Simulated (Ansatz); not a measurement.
AuClF3P (`F[P+](F)(F)[Au-][Cl]`). Total charge 0; spin multiplicity 1. Au takes the def2 core potential. The structure was optimised at the PBE0-D4/def2-TZVP level. It is one conformer, not always the lowest.

```xyz
6

F     0.863    1.487    1.013
P     0.571    0.455   -0.095
F     1.974   -0.166   -0.254
F     0.554    1.387   -1.325
Au   -1.112   -0.888    0.185
Cl   -2.851   -2.276    0.476
```

(1) What is the dipole moment at PBE/def2-TZVPP? (An estimate is asked.)

(2) And with r2SCAN, B3LYP, ωB97M-V? (Best estimate.)

(3) Give the Mulliken charges with PBE, ωB97M-V, B3LYP in def2-TZVPP. (Best estimate.)

## Answers

(1) Computed: 4.14 D, with components (3.21, 2.56, -0.54) D in this frame, pointing from negative to positive charge.

(2) Ansatz gave: r2SCAN 4.40 D, B3LYP 4.35 D, ωB97M-V 4.66 D.

(3) Ansatz gave: 
| atom | PBE | ωB97M-V | B3LYP |
| --- | --- | --- | --- |
| F1 | -0.15 | -0.19 | -0.19 |
| P2 | 0.64 | 0.72 | 0.76 |
| F3 | -0.15 | -0.19 | -0.19 |
| F4 | -0.15 | -0.19 | -0.19 |
| Au5 | 0.17 | 0.24 | 0.21 |
| Cl6 | -0.35 | -0.40 | -0.39 |

B3LYP here is the variant with VWN-RPA as its local correlation; programs differ in this.
